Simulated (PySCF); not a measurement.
Löwdin shares of the frontier orbitals

Compound: Si(OMe)Cl3, CH3Cl3OSi.
Cartesian coordinates in Å at the PBE0-D3(BJ)/def2-SVP level; atoms count from 1:
```xyz
9
CH3Cl3OSi angstrom
Si    -0.330    0.659   -1.034
O     -0.283    0.437    0.578
C      0.329   -0.642    1.246
H     -0.144   -1.599    0.970
H      0.209   -0.486    2.326
H      1.405   -0.696    1.012
Cl     1.564    0.790   -1.794
Cl    -1.350    2.377   -1.381
Cl    -1.267   -0.909   -1.949
```

Method used: TDDFT B3LYP/def2-SVPD, vertical, gas phase, core orbitals frozen in the response (PySCF).

Frontier orbitals with the atoms that hold most of them (Löwdin shares over 4%, at most four atoms; ? is withheld):

```tsv
orbital	ε (eV)	atoms
LUMO+2	0.53	Cl8 24%, Si1 24%, Cl9 14%, Cl7 14%
LUMO+1	0.22	C3 20%, Si1 16%, Cl9 12%, Cl7 12%
LUMO	-0.76	?
HOMO	?	?
HOMO-1	-9.11	Cl8 34%, Cl9 33%, Cl7 31%
HOMO-2	-9.29	Cl8 28%, O2 25%, Cl7 16%, Cl9 16%
HOMO-3	-9.56	Cl7 33%, Cl9 32%, O2 9%, Cl8 6%
```

Problem. Give the leading atoms of the LUMO.

Solution. Si1 (bonded to 3 Cl and O) 23%; Cl7 (bonded to Si) 23%; Cl8 (bonded to Si) 22%; Cl9 (bonded to Si) 22%. By element: chlorine 67%, silicon 23%.

Problem. Which atoms hold the HOMO, and with what shares?

Solution. O2 (bonded to C and Si) 46%; Cl9 (bonded to Si) 15%; Cl7 (bonded to Si) 15%; C3 (bonded to O and 3 H) 11%. By element: oxygen 46%, chlorine 30% or more, carbon 11%.

Problem. What is the HOMO energy, and the HOMO–LUMO gap?

Solution. ε(HOMO) = -8.87 eV; the gap is 8.11 eV (0.2982 hartree).

Problem. The HOMO–LUMO gap is 8.11 eV. Where does the response calculation put the lowest singlet, and from which orbitals?

Solution. S1 is at 7.11 eV (f = 0.0003), 1.01 eV below the gap, made of HOMO→LUMO (97%). Without the coupling terms of the response equations the lowest excitation would equal the gap.

Problem. Give energy, strength and leading configuration of S1, S2, S3 and S6, and follow the Löwdin shares of the leading atoms from the occupied to the empty orbital.

Solution. 
- S1 (7.11 eV, f 0.0003), HOMO→LUMO (97%): O2 46% → at most 10%, Cl9 15% → 22%, Si1 at most 11% → 23%, Cl7 15% → 23%
- S2 (7.27 eV, f 0.0000), HOMO-1→LUMO (97%): Cl8 34% → 22%, Cl9 33% → 22%, Si1 at most 3% → 23%, Cl7 31% → 23%
- S3 (7.50 eV, f 0.019), HOMO-2→LUMO (96%): Cl8 28% → 22%, O2 25% → at most 10%, Si1 at most 14% → 23%, Cl7 16% → 23%
- S6 (8.09 eV, f 0.0074), HOMO→LUMO+1 (94%): O2 46% → at most 13%, Cl9 15% → 12%, C3 11% → 20%, Si1 at most 11% → 16%
